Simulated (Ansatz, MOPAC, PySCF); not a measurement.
System: C₃H₈O, net charge 0, singlet state. SMILES: CCCO
Geometry: optimised at B3LYP-D3(BJ)/def2-TZVP (Ansatz, a first-principles code).

Unscaled harmonic wavenumbers (cm⁻¹) in rising order, each level at the stationary point that it reaches from this structure (no distance between atoms moves by over 0.3 Å); the order of modes can differ between levels, and a negative number is imaginary. B3LYP-D3(BJ)/def2-TZVP (PySCF, at the structure above): 125, 229, 258, 276, 458, 771, 891, 907, 1034, 1061, 1097, 1185, 1257, 1269, 1323, 1353, 1416, 1455, 1495, 1501, 1509, 1527, 2968, 2992, 3027, 3035, 3062, 3088, 3097, 3813.

AM1 (MOPAC): 72, 161, 200, 318, 498, 785, 933, 989, 1166, 1190, 1190, 1236, 1237, 1330, 1350, 1393, 1394, 1400, 1402, 1431, 1445, 1531, 3012, 3033, 3061, 3063, 3079, 3105, 3156, 3505. Zero-point energy 68.1 against 67.9 kcal/mol; where all levels lie over 400 cm⁻¹, the wavenumbers are on average 1.019 times those of B3LYP-D3(BJ)/def2-TZVP.

HF/3-21G (Ansatz): 139, 247, 291, 296, 476, 847, 938, 1004, 1064, 1118, 1193, 1288, 1354, 1394, 1462, 1483, 1572, 1592, 1662, 1674, 1675, 1706, 3172, 3192, 3198, 3229, 3238, 3259, 3278, 3869. Zero-point energy 72.8 against 67.9 kcal/mol; where all levels lie over 400 cm⁻¹, the wavenumbers are on average 1.078 times those of B3LYP-D3(BJ)/def2-TZVP.
